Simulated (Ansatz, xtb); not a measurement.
Ranking isomers of C2H2Te

3 gas-phase structures of C2H2Te, found in a search over its isomers (lower ones may exist). Each was relaxed with GFN2-xTB:

A. `C1=C[Te]1`, a singlet
B. `C#C[TeH]`, a singlet
C. `C=C=[Te]`, a singlet

Task: Make a reasoned guess at their ranking by r2SCAN-D4/def2-SVP single-point energy.

Result: Calculated order at r2SCAN-D4/def2-SVP: C (0.0), B (16.1), A (16.5) kcal/mol. Less than 1 kcal/mol parts B and A, so the order within that pair means little.

Energies above the lowest of each column, in kcal/mol; the last columns are at BLYP-D3(BJ)/def2-SVP geometries:

```tsv
structure	GFN2-xTB	HF/STO-3G	r2SCAN-D4/def2-SVP	BLYP-D3(BJ)/def2-SVP	CCSD(T)/def2-TZVPP
C	0.7	1.1	0.0	0.0	0.0
B	0.0	0.0	16.1	15.2	9.4
A	12.4	20.4	16.5	16.3	14.3
```

CCSD(T)/def2-TZVPP puts C lowest; GFN2-xTB picks B, HF/STO-3G picks B. Large T1 diagnostics make some coupled-cluster values less sure. Atoms past krypton carry core potentials in the def2 sets, without spin–orbit terms.

Programs: Ansatz 0.2.0, xtb 6.7.1.
